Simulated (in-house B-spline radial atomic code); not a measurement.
**Response and correlation of Pb4+**

Closed shell [Xe] 4f14 5d10. Computed with an all-electron radial atomic-structure program (B-spline basis): Dirac-Hartree-Fock, relativistic RPA (time-dependent Dirac-Hartree-Fock) for the response and second-order many-body perturbation theory for correlation, no-pair Dirac-Coulomb Hamiltonian, finite nucleus.

Command:
```bash
python run_mb.py task.json out
```
Settings (nuclear radius in fm, box in bohr, cutoff in hartree):
```
basis_form          2
Z                   82
core_configuration  [Xe] 4f14 5d10
rms_radius          5.5012
mass_number         208
speed_of_light      137.036
box_radius          12.418
lmax                7
intervals           62
virtual_cutoff      168100.0
```

Cost of the run: 49 s on 1 thread of Arm Neoverse N1 (shared host).

| multipole (bohr³, bohr⁵, bohr⁷) | uncoupled | coupled RPA |
| --- | --- | --- |
| dipole | 4.23 | 3.6289 |
| quadrupole | 7.8466 | ? |
| octupole | 26.772 | 33.854 |

Problem. What is the coupled quadrupole polarisability?

Solution. 10.287 atomic units, +31 % against the uncoupled value.

Problem. Which subshells carry the dipole polarisability?

Solution. 5d5/2 60.2 %, 5d3/2 36.7 %, 5p3/2 1.7 %.

Problem. What does the dipole shielding factor come to?

Solution. The dipole shielding factor is 0.952, against the exact N/Z = 78/82 = 0.951 of the non-relativistic theorem.

Dipole polarisability at imaginary frequency:

```json
{"u (Eh)": "0", "α(iu) (bohr³)": "3.629"}
{"u (Eh)": "0.559", "α(iu) (bohr³)": "3.258"}
{"u (Eh)": "1.68", "α(iu) (bohr³)": "2"}
{"u (Eh)": "3.35", "α(iu) (bohr³)": "1.002"}
{"u (Eh)": "5.59", "α(iu) (bohr³)": "0.507"}
{"u (Eh)": "11.2", "α(iu) (bohr³)": "0.1838"}
{"u (Eh)": "22.4", "α(iu) (bohr³)": "0.06489"}
{"u (Eh)": "55.9", "α(iu) (bohr³)": "0.0148"}
```

Problem. What dispersion coefficients follow for two such ions (the dispersion part alone)?

Solution. C6 = (3/π)∫α(iu)²du = 19.13 hartree·bohr⁶ and C8 = 223.1 hartree·bohr⁸.

Lowest J = 1 odd-parity excitations:

```json
{"energy (eV)": "27.576", "oscillator strength": "0.00412", "leading channel": "5d3/2 → p1/2", "weight": "0.475"}
{"energy (eV)": "28.778", "oscillator strength": "0.95", "leading channel": "5d3/2 → p1/2", "weight": "0.501"}
{"energy (eV)": "31.012", "oscillator strength": "0.119", "leading channel": "5d3/2 → p3/2", "weight": "0.915"}
{"energy (eV)": "43.249", "oscillator strength": "0.0278", "leading channel": "5d5/2 → f5/2", "weight": "0.753"}
{"energy (eV)": "45.197", "oscillator strength": "0.546", "leading channel": "5d5/2 → f7/2", "weight": "0.545"}
{"energy (eV)": "46.835", "oscillator strength": "0.00207", "leading channel": "5d5/2 → p3/2", "weight": "0.933"}
{"energy (eV)": "48.296", "oscillator strength": "0.922", "leading channel": "5d3/2 → p1/2", "weight": "0.466"}
{"energy (eV)": "49.085", "oscillator strength": "1.4", "leading channel": "5d3/2 → p1/2", "weight": "0.518"}
```

Second-order correlation energy by the highest angular momentum of the excited pair (hartree): s -0.035, p -0.287, d -0.8284, f -1.784, g -1.443, h -0.526, i -0.2425, k -0.1222.

Problem. What is the second-order correlation energy at the partial-wave limit?

Solution. The listed waves sum to -5.2675 hartree; extrapolating the increments as (l + 1/2)⁻⁴ gives -5.5171 hartree, -1.92 eV per electron.
